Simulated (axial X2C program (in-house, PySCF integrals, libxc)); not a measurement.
SnO⁻: from Re and ωe to a spectrum

A bond curve at the LDA level, two-component, was computed with an in-house all-electron X2C program for linear molecules (integrals from PySCF) (basis Sn dyall-acv3z [12s13p10d5f1g], O dyall-av3z [7s6p3d2f] (cores contracted in-house)) for the state Ω = 1/2 (⟨Sz⟩ = -0.50, ⟨Lz⟩ = 1.00 at LDA). Its fit gives Re = 1.8774 Å, ωe = 725.6 cm⁻¹, ωexe = 3.36 cm⁻¹ and αe = 2.209e-03 cm⁻¹; the masses are 119.9022 and 15.9949 u. Two-component means X2C with spin–orbit coupling and atomic mean-field Coulomb and Gaunt terms.

Find the reduced mass, Be and the force constant.

From the LDA values: μ = 14.1123 u. Be = 16.8576/(μ Re²) = 0.3389 cm⁻¹. k = 5.8918×10⁻⁷ μ ωe² = 4.38 mdyn/Å.

Estimate the centrifugal constant by the Kratzer relation.

D = 4Be³/ωe² = 2.96e-07 cm⁻¹.

A Morse curve ties αe to the other constants (Pekeris). How well does that hold?

αe(Morse) = 6Be²/ωe × (√(ωexe/Be) − 1) = 2.041e-03 cm⁻¹; the LDA curve gives 2.209e-03 cm⁻¹, a ratio of 0.92.

Where do the fundamental and the first overtone lie?

ν(1←0) = ωe − 2ωexe = 718.9 cm⁻¹; ν(2←0) = 2ωe − 6ωexe = 1431.0 cm⁻¹.

Occupations by symmetry block were frozen at the best pattern of an incomplete PBE0 search. Density functionals use the spin component along the axis (collinear). The functionals have no current-density term, which raises determinants with orbital currents, atoms included. The highest occupied level of some functionals is positive through self-interaction error; at Hartree–Fock it is bound.
